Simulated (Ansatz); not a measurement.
## Ligand exchange: CH3I + C2H3ClSn → ICl + C3H6Sn

Species: CH3I (methyl iodide) `CI`, singlet; C2H3ClSn `C#[C][SnH2][Cl]`, singlet; ICl, singlet; C3H6Sn `C#[C][SnH2][CH3]`, singlet. The partners trade CH3 for Cl: I–CH3 and Sn–Cl bonds give way to I–Cl and Sn–CH3.

Shapes, held fixed at every level: PBE0-D4/def2-TZVP. Programs: Ansatz 0.2.0. Electronic energies: no zero-point or thermal term.

```csv
level,kind,ΔE (kJ/mol),less CCSD(T)/def2-TZVPP
SPW92/def2-TZVPP,LDA,+119.0,-14.1
PBE-D4/def2-TZVPP,GGA,+120.4,-12.7
BHLYP-D4/def2-TZVPP,global hybrid,+135.3,+2.2
PBE0-D4/def2-TZVPP,global hybrid,+128.7,-4.4
B2PLYP/def2-TZVPP,double hybrid,+132.2,-0.9
MP2/def2-TZVPP,perturbation theory,+141.1,+8.0
CCSD/def2-SVP,coupled cluster or CI,+145.5,+12.4
CCSD(T)/def2-TZVPP,coupled cluster or CI,+133.1,0.0
```

The highest level, CCSD(T)/def2-TZVPP, gives ΔE = +133.1 kJ/mol; the levels span +119.0 to +145.5. The column of differences is taken from that level and isn't an error. No measured value is set beside it here. For atoms past krypton def2 sets carry core potentials with scalar relativity. Outer-core shells of I, Sn are correlated, in sets that cover them unevenly.
